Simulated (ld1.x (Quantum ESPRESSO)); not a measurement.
An all-electron radial function and its pseudo partner (helium (He))

Columns: radius, all-electron u(r) and pseudo u(r) of the 1s shell (level -15.52 eV) of helium in the configuration 1s2; LDA (PZ), scalar-relativistic, RRKJ scheme, ld1.x (Quantum ESPRESSO) 7.5.

| r (bohr) | all-electron | pseudo |
| --- | --- | --- |
| 0.040 | 0.1738 | 0.1358 |
| 0.080 | 0.3211 | 0.2676 |
| 0.120 | 0.4452 | 0.3918 |
| 0.160 | 0.5489 | 0.5053 |
| 0.200 | 0.6350 | 0.6057 |
| 0.240 | 0.7056 | 0.6915 |
| 0.280 | 0.7630 | 0.7621 |
| 0.320 | 0.8087 | 0.8180 |
| 0.360 | 0.8445 | 0.8601 |
| 0.400 | 0.8717 | 0.8899 |
| 0.440 | 0.8914 | 0.9093 |
| 0.480 | 0.9047 | 0.9203 |
| 0.520 | 0.9125 | 0.9247 |
| 0.560 | 0.9156 | 0.9242 |
| 0.600 | 0.9146 | 0.9200 |
| 0.640 | 0.9102 | 0.9132 |
| 0.680 | 0.9029 | 0.9042 |
| 0.720 | 0.8931 | 0.8935 |
| 0.760 | 0.8812 | 0.8813 |
| 0.800 | 0.8676 | 0.8676 |
| 0.840 | 0.8525 | 0.8525 |
| 0.880 | 0.8363 | 0.8363 |
| 0.920 | 0.8191 | 0.8191 |
| 0.960 | 0.8011 | 0.8011 |
| 1.000 | 0.7826 | 0.7826 |
| 1.040 | 0.7636 | 0.7636 |

Q: How many radial nodes do the two functions have?

A: The all-electron 1s function has n − l − 1 = 0; the pseudo-wave has 0.

Q: At about which radius was the pseudo-wave matched?

A: 0.80 bohr. The columns agree to 0.0005 from 0.72 bohr on; several derivatives are matched, so the curves merge somewhat inside the radius.

Q: Where does each function peak?

A: Outermost all-electron maximum near 0.56 bohr, pseudo maximum near 0.52 bohr (to the table’s step).

Q: Is the pseudo-wave norm-conserving?

A: Yes: the RRKJ scheme keeps the norm inside the radius equal to the all-electron one, which fixes the energy derivative of the logarithmic derivative at the level.
